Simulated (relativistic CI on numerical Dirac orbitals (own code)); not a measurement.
## Sensitivity of the levels of W⁵⁵⁺ to α and to the nuclear radius

These numbers are calculated, not measured: Dirac-Coulomb-Breit CI, KLI orbitals optimised for each configuration, derivatives by finite differences, unscaled Slater integrals, QED left out (own radial code, finite nucleus).

Configuration list (outside the closed core [Ne]): 3s2 3p6 3d, 3s2 3p5 3d2, 3s 3p6 3d2, 3s2 3p6 4s, 3s2 3p6 4p, 3p6 3d3, 3p5 3d4. Double excitations out of closed p, d and f shells are left out; levels of such configurations are missing from the list, as are those of other unlisted configurations, and high levels can miss mixing partners.

With x = (α/α₀)² − 1 an excitation energy changes as ω = ω₀ + qx; K = 2q/ω₀ is the relative enhancement. Terms are leading LS components, so labels can repeat. The field-shift factor is F = δν/δ⟨r²⟩ for the transition from the lowest level.

Lowest level 3s2 3p6 3d 2D_3/2.

```tsv
Level	ω₀ (cm⁻¹)	q (cm⁻¹)	F (GHz/fm²)
3s2 3p6 3d 2D_5/2	622687	632800	15.3
3s2 3p5 3d2 4D°_3/2	2044345	130300	21
3s2 3p5 3d2 4D°_1/2	2058932	160900	21.5
3s2 3p5 3d2 4F°_5/2	2101826	132500	21.4
3s2 3p5 3d2 2G°_7/2	2122927	117800	21.1
3s2 3p5 3d2 2P°_3/2	2307321	158600	22.1
3s2 3p5 3d2 4D°_5/2	2619540	752300	36
3s2 3p5 3d2 4G°_9/2	2656923	742300	36.2
3s2 3p5 3d2 4F°_7/2	2681612	757200	36.7
3s2 3p5 3d2 4D°_3/2	2713935	764000	35.9
3s2 3p5 3d2 4P°_5/2	2730345	757100	36.5
3s2 3p5 3d2 2H°_11/2	2745749	743500	37
3s2 3p5 3d2 2G°_7/2	2757488	748700	36.6
```

At this charge energies of transitions that change n are usually good to better than 1 %, and those within a shell (Δn = 0) to a few per cent.

Problem. Which transition from the lowest level has the largest |K|?

Solution. 3s2 3p6 3d 2D_5/2 at 622687 cm⁻¹, K = 2.03.
